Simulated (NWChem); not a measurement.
A series in which one site is exchanged, each optimised at PBE0/def2-SVP with NWChem, gas phase unless a solvent is named. This build's default masses of Se (78.918 u) and Br (79.917 u) are each other's, which moves their modes by up to 0.6 %. Some are not confirmed as minima by frequencies. def2 effective core potentials on I; no spin-orbit coupling.

A: [SiH3][Se]Cl (SiH$_{3}$SeCl; site = Cl)
B: [SiH3][Se]I (SiH3SeI; site = I)
C: [SiH3][Se]Br (SiH$_{3}$SeBr; site = Br)
D: F[Se][SiH3] (SiH$_{3}$SeF; site = F)

Values for A:

```
Quantity                                             Value
---------------------------------------------------  -----
dipole (D), PBE0/def2-SVP                             1.80
orbital gap (eV), PBE0/def2-SVP                       4.55
vertical ionisation energy, ΔSCF, PBE/def2-SVP (eV)   8.92
static polarisability, PBE/def2-SVPD (bohr³)          74.7
lowest singlet excitation, PBE/def2-SVPD, TDA (eV)    2.66
```

**Question.** How do these values change for the other members?

**Answer.** 
| change from A | B | C | D |
|---|---|---|---|
| dipole (D), PBE0/def2-SVP | -0.57 | -0.23 | +0.38 |
| orbital gap (eV), PBE0/def2-SVP | -0.71 | -0.29 | +0.39 |
| vertical ionisation energy, ΔSCF, PBE/def2-SVP (eV) | -0.42 | -0.16 | +0.19 |
| static polarisability, PBE/def2-SVPD (bohr³) | +22.3 | +8.2 | -13.9 |
| lowest singlet excitation, PBE/def2-SVPD, TDA (eV) | -0.45 | -0.18 | +0.24 |
